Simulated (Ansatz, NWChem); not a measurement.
# Abstraction of F: C4H7F + CHBrCl → C4H7 + CHBrClF

Gas-phase species: C4H7F `FC1CCC1`, singlet; CHBrCl `Cl[CH]Br`, doublet; C4H7 (cyclobutyl radical) `[CH]1CCC1`, doublet; CHBrClF (bromochlorofluoromethane) `FC(Cl)Br`, singlet. A radical takes F: the energy is the difference in strength between two C–F bonds in different surroundings.

Shapes, held fixed at every level: PBE0-D4/def2-TZVP. Programs: Ansatz 0.2.0, NWChem 7.3.0. A level may come from different programs for different species; with the same settings they agree closely. The zero-point and thermal change to 298 K, harmonic and unscaled (PBE0-D4/def2-TZVP), is -4.5 kJ/mol.

```csv
level,kind,ΔH(298 K) (kJ/mol),less CCSD(T)/def2-TZVPP
MP2/def2-TZVPP,perturbation theory,+37.9,-1.7
r2SCAN-D4/def2-TZVPP,meta-GGA,+30.9,-8.7
PBE0/def2-SVP,global hybrid,+33.5,-6.1
B3LYP-D4/def2-TZVPP,global hybrid,+34.0,-5.6
BHLYP-D4/def2-TZVPP,global hybrid,+37.0,-2.6
r2SCAN0-D4/def2-TZVPP,global hybrid,+34.5,-5.1
CCSD(T)/def2-TZVPP,coupled cluster or CI,+39.6,0.0
```

The highest level, CCSD(T)/def2-TZVPP, gives ΔH(298 K) = +39.6 kJ/mol; the levels span +30.9 to +39.6. The column of differences is taken from that level and isn't an error. No measured value is set beside it here. Open shells run unrestricted. Relativity is left out for Br. Outer-core shells of Br are correlated, in sets that cover them unevenly.
